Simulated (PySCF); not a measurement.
## Substituent chemical shifts

Parent skeleton `[CH:1]1=[CH:2][S:3][SiH2:4]1`; one hydrogen on atom 2 is replaced by X. Hydrogens on one atom are averaged.

Theory: σ from GIAO-PBE0/pcSseg-1, coordinates at the GFN2-xTB level, in PySCF 2.14.0 with density-fitted response routines (in vacuum, one computed conformer, fast rotation and ring inversion assumed for equivalent nuclei, no relativistic terms).

Scale: TMS for ¹³C (186.93 ppm) and ²⁹Si (349.16 ppm) and ¹H (31.72 ppm); ³³S (503.73 ppm) vs CS2 (reference shieldings calculated alike).

Parent (X = H): C1 122.6, C2 170.2, S3 -32.8, Si4 -18.8, H(C1) 5.23, H(Si4) 5.58 ppm. Effects are Δδ = δ(X) − δ(H), positive for deshielding.

Known members:
```csv
X,C1,C2,S3,Si4,H(C1),H(Si4)
cBu,-8.0,+18.8,-33.9,-23.8,-0.06,-0.35
CH=NH,+4.0,+0.7,-43.3,-21.1,+0.50,-0.28
N(SiH3)2,-41.6,+3.1,+10.2,-33.5,-1.64,-0.42
```

Four more derivatives gave (Δδ, ppm):
| compound | C1 | C2 | S3 | Si4 | H(C1) | H(Si4) |
| --- | --- | --- | --- | --- | --- | --- |
| 1 | -8.2 | +5.4 | -21.5 | -12.3 | +0.28 | -0.11 |
| 2 | +19.5 | -22.9 | +47.9 | -11.5 | +0.91 | -0.23 |
| 3 | -8.1 | +8.6 | -12.9 | -15.7 | +0.14 | -0.17 |
| 4 | -21.1 | +17.7 | +25.5 | -20.4 | -0.79 | -0.32 |

**Question.** Their substituents are CH2F, CH2OCH3, CN, cPr. Which is which?

**Answer.** 1: X = CH2F (FCC1=C[SiH2]S1); 2: X = CN (N#CC1=C[SiH2]S1); 3: X = CH2OCH3 (COCC1=C[SiH2]S1); 4: X = cPr (C1=C(C2CC2)S[SiH2]1).
